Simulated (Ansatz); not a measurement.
System: C₂H₂ClF, charge 0, singlet. C2H2ClF ((Z)-1-chloro-2-fluoroethene, SMILES F/C=C\Cl).
B3LYP-D3(BJ)/def2-TZVP minimum from Ansatz (a first-principles code):
```
C
C 1 1.3218
F 2 1.3370 1 123.15
H 1 1.0786 2 120.50 3 180.00
H 2 1.0815 1 123.34 4 0.00
Cl 1 1.7229 4 115.69 2 180.00
```
Charge 0, spin multiplicity 1.

Total energies in hartree (Ansatz). Radicals and triplets start from unrestricted determinants; spin-orbit coupling is neglected. Cores are frozen in correlated methods. No relativity. For partners of very few electrons the exact lower level stands in for a higher one.

| species | HF/cc-pV(T+d)Z | CCSD(T)/cc-pV(T+d)Z | HF/cc-pV(Q+d)Z | CCSD(T)/cc-pV(Q+d)Z | CCSD(T)/cc-pV(D+d)Z | CCSDT(Q)/cc-pV(D+d)Z |
|---|---|---|---|---|---|---|
| 1: C2H2ClF ((Z)-1-chloro-2-fluoroethene, SMILES F/C=C\Cl) | -635.88618 | -636.70291 | -635.90329 | -636.78091 | -636.44986 | -636.45225 |
| 2: F (doublet) | -99.40552 | -99.62036 | -99.41377 | -99.65026 | -99.52757 | -99.52776 |
| 3: C (triplet) | -37.69157 | -37.78076 | -37.69331 | -37.78654 | -37.76038 | -37.76071 |
| 4: Cl (doublet) | -459.48556 | -459.67356 | -459.48916 | -459.69449 | -459.60403 | -459.60445 |
| 5: H (doublet) | -0.49981 | -0.49981 | -0.49995 | -0.49995 | -0.49928 | -0.49928 |

### Question
Work out the atomisation energy (electronic, to ground-state atoms) in kcal/mol: take Hartree-Fock from cc-pV(Q+d)Z, extrapolate the CCSD(T) correlation energy as X^-3 (X = 3, 4), and add CCSDT(Q) - CCSD(T) in cc-pV(D+d)Z. 1 hartree = 627.51 kcal/mol.

### Answer

Species 1: correlation (64·(-0.87762) - 27·(-0.81673))/37 = -0.92205; step -0.00239; E1 = -635.90329 + (-0.92205) + (-0.00239) = -636.82773
Species 2: correlation (64·(-0.23649) - 27·(-0.21484))/37 = -0.25229; step -0.00019; E2 = -99.41377 + (-0.25229) + (-0.00019) = -99.66625
Species 3: correlation (64·(-0.09323) - 27·(-0.08919))/37 = -0.09618; step -0.00033; E3 = -37.69331 + (-0.09618) + (-0.00033) = -37.78982
Species 4: correlation (64·(-0.20533) - 27·(-0.18800))/37 = -0.21798; step -0.00042; E4 = -459.48916 + (-0.21798) + (-0.00042) = -459.70756
Species 5: correlation (64·(0.00000) - 27·(0.00000))/37 = 0.00000; step +0.00000; E5 = -0.49995 + (0.00000) + (+0.00000) = -0.49995
-1·E1 +1·E2 +2·E3 +1·E4 +2·E5 = 0.87438 hartree = 548.7 kcal/mol.
